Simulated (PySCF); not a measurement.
# Dipole response of Mn⁺ (manganese, charge +1)

[Ar] 3d5 4s1, high-spin 7S determinant. All numbers are calculated (PySCF 2.14, no relativity, point nucleus, in aug-cc-pwCVTZ). Coupled (time-dependent) response in atomic units; α is the mean over directions.

```
method  mean α (bohr³)  C₆ (like pair)  S(−4)
   UHF           40.54           224.7   1542
   PBE           28.51           148.8  656.1
```

S(−4) is the Cauchy moment in α(ω) = α(0) + S(−4) ω² + …

α(iu) at UHF:

```
u (hartree)  α(iu) (bohr³)
          0          40.54
     0.0500          37.06
      0.100          29.68
      0.200          17.42
      0.300          11.16
      0.500          6.096
      0.750          3.833
       1.00          2.793
       1.50          1.788
       2.00          1.282
       3.00         0.7670
       5.00         0.3680
```

A single London oscillator, α(iu) = α/(1 + u²/ω²), gives C₆ = (3/4) ω α². Matching the computed C₆ needs ω = 4 × 224.7 / (3 × 40.54²) = 0.182 hartree.

For an ion, C₆ is the dispersion term alone; charge-induced terms of lower order in 1/R come first.
